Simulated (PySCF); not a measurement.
4,4'-bipyridine, C10H8N2, SMILES c1cc(-c2ccncc2)ccn1, singlet (GFN2-xTB optimised geometry):

```
20

C      2.849     2.489    -0.764
C      2.176     1.280    -0.801
C      1.047     1.118     0.000
C      0.288    -0.141     0.000
C      0.938    -1.374    -0.005
C      0.172    -2.529     0.000
N     -1.150    -2.529     0.000
C     -1.768    -1.360     0.000
C     -1.105    -0.144     0.005
C      0.662     2.192     0.801
C      1.416     3.352     0.764
N      2.485     3.505     0.000
H      3.726     2.656    -1.375
H      2.507     0.485    -1.452
H      2.016    -1.429     0.009
H      0.639    -3.505     0.003
H     -2.849    -1.404    -0.003
H     -1.657     0.784    -0.009
H     -0.195     2.113     1.452
H      1.154     4.206     1.375
```

Level of theory: PBE0/def2-SVP (PySCF).

**Question.** What are the frontier orbital energies and the dipole moment?

**Answer.** HOMO-2 -7.83 eV, HOMO-1 -7.46 eV, HOMO -7.40 eV, LUMO -1.63 eV, LUMO+1 -0.65 eV; dipole moment 0.00 D.

Meta-Löwdin charges at PBE0/def2-SVP: C1 0.02, C2 -0.14, C3 0.03, C4 0.03, C5 -0.14, C6 0.02, N7 -0.24, C8 0.02, C9 -0.14, C10 -0.14, C11 0.02, N12 -0.24, H13 0.11, H14 0.12, H15 0.12, H16 0.11, H17 0.11, H18 0.12, H19 0.12, H20 0.11.
